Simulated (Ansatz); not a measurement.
`[CH3][AlH][SiH2][SbH2]` + H₂S → `[CH3][AlH][SiH2]S` + `[SbH3]`  (cleavage of the Si–Sb bond)

Isolated molecules relaxed with PBE0-D4/def2-TZVP in Ansatz; ΔE leaves out vibrations. CBS: MP2 limit from def2 TZ/QZ plus the TZ coupled-cluster correction, frozen cores. This one scheme is used for every species. Functionals use def2-TZVPP. B3LYP here is the variant with VWN-RPA as its local correlation; programs differ in this. Elements past krypton have def2 core potentials. For Sb outer-core shells are correlated without core-valence functions, which leaves a few kJ/mol of doubt a bond. Each species was taken in one conformer, which may not be the lowest.

```json
{"level": "PBE-D4", "ΔE (kJ/mol)": "14.8", "difference from CCSD(T)/CBS": "6.0"}
{"level": "PBE0-D4", "ΔE (kJ/mol)": "10.2", "difference from CCSD(T)/CBS": "1.4"}
{"level": "B3LYP-D4", "ΔE (kJ/mol)": "0.1", "difference from CCSD(T)/CBS": "-8.7"}
{"level": "ωB97M-V", "ΔE (kJ/mol)": "1.6", "difference from CCSD(T)/CBS": "-7.2"}
{"level": "B2PLYP", "ΔE (kJ/mol)": "-4.4", "difference from CCSD(T)/CBS": "-13.2"}
{"level": "PBE0", "ΔE (kJ/mol)": "4.7", "difference from CCSD(T)/CBS": "-4.1"}
{"level": "MP2/def2-TZVPP", "ΔE (kJ/mol)": "7.3", "difference from CCSD(T)/CBS": "-1.5"}
{"level": "HF/def2-QZVPP", "ΔE (kJ/mol)": "-33.3", "difference from CCSD(T)/CBS": "-42.1"}
{"level": "MP2/CBS(def2)", "ΔE (kJ/mol)": "13.4", "difference from CCSD(T)/CBS": "4.6"}
{"level": "CCSD/CBS(def2)", "ΔE (kJ/mol)": "2.5", "difference from CCSD(T)/CBS": "-6.3"}
{"level": "CCSD(T)/CBS", "ΔE (kJ/mol)": "8.8", "difference from CCSD(T)/CBS": "0"}
```

Largest T1 diagnostic among the species: 0.014.

In def2-TZVPP, CCSD(T) changes the Hartree–Fock value by +36.1 kJ/mol (the triples alone add +6.3 kJ/mol) and MP2 by +40.7 kJ/mol. The D4 term adds +9.9 kJ/mol with B3LYP and +5.5 kJ/mol with PBE0; it sums over pairs of atoms, weighted by their polarisabilities, and B3LYP, whose exchange is more repulsive, gets the larger term. From PBE to PBE0 (25 % exact exchange), in def2-TZVPP and without D4, ΔE moves by −4.0 kJ/mol.
